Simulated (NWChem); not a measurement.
A series in which one site is exchanged, each optimised at PBE0/def2-SVP with NWChem, gas phase unless a solvent is named. Low-valent species are run as closed-shell singlets; no triplet was tried in these runs. Some are not confirmed as minima by frequencies. def2 effective core potentials on I, Pb; no spin-orbit coupling.

A: [F][Pb][F] (PbF₂; site = F)
B: [F][Pb][Br] (PbBrF; site = Br)
C: [F][Pb][I] (PbIF; site = I)
D: [F][PbH] (PbHF; site = H)

```json
[
 {"quantity": "dipole (D), PBE0/def2-SVP", "A": "4.74", "B": "(withheld)", "C": "4.42", "D": "3.60"},
 {"quantity": "orbital gap (eV), PBE0/def2-SVP", "A": "6.02", "B": "(withheld)", "C": "4.29", "D": "4.24"},
 {"quantity": "vertical ionisation energy, ΔSCF, CAM-B3LYP/def2-SVP (eV)", "A": "11.33", "B": "(withheld)", "C": "9.92", "D": "9.47"},
 {"quantity": "static polarisability, CAM-B3LYP/def2-SVPD (bohr³)", "A": "36.7", "B": "(withheld)", "C": "80.5", "D": "43.3"}
]
```

Question: Complete the blanks.

Answer: 
- dipole (D), PBE0/def2-SVP, B: 4.56
- orbital gap (eV), PBE0/def2-SVP, B: 4.90
- vertical ionisation energy, ΔSCF, CAM-B3LYP/def2-SVP (eV), B: 10.19
- static polarisability, CAM-B3LYP/def2-SVPD (bohr³), B: 63.9
